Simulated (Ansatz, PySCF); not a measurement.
This PySCF input computes a r2SCAN/def2-TZVPD energy:

```python
from pyscf import gto, scf, dft

mol = gto.M(
    atom='''
    Ge   -0.00000000   -0.00000000   -1.20333039
    Ge    0.00000000    0.00000000    1.20333039
    ''',
    basis='def2-tzvpd',
    charge=0,
    spin=2,
    symmetry='D2h',
    verbose=4,
)

mf = dft.UKS(mol, xc='r2scan').density_fit(auxbasis='def2-universal-jkfit')
mf.grids.level = 4
mf.conv_tol = 1e-9
mf.max_cycle = 100
mf.max_memory = 1500
mf.kernel()
if not mf.converged:
    mf = mf.newton()
    mf.kernel(mf.make_rdm1())
mf.analyze()
```

Write an input for the same energy in Ansatz (a first-principles code) and say what it gives.


Ansatz 0.2 input:
```yaml
crystal:
  periodic: [false, false, false]
  atoms:
    - {symbol: Ge, position_ang: [-0.00000000, -0.00000000, -1.20333039]}
    - {symbol: Ge, position_ang: [0.00000000, 0.00000000, 1.20333039]}
basis:
  gaussian:
    orbitals: def2-TZVPD
hamiltonian:
  xc: {name: r2SCAN}
magnetization: {spin_polarized: true, initial_magnetization: 2}
output: {forces: true}
```
It gives -4153.92228 Eh, and PySCF -4153.92240 Eh, a difference of 0.12 mEh, from the treatment of integrals and grids.
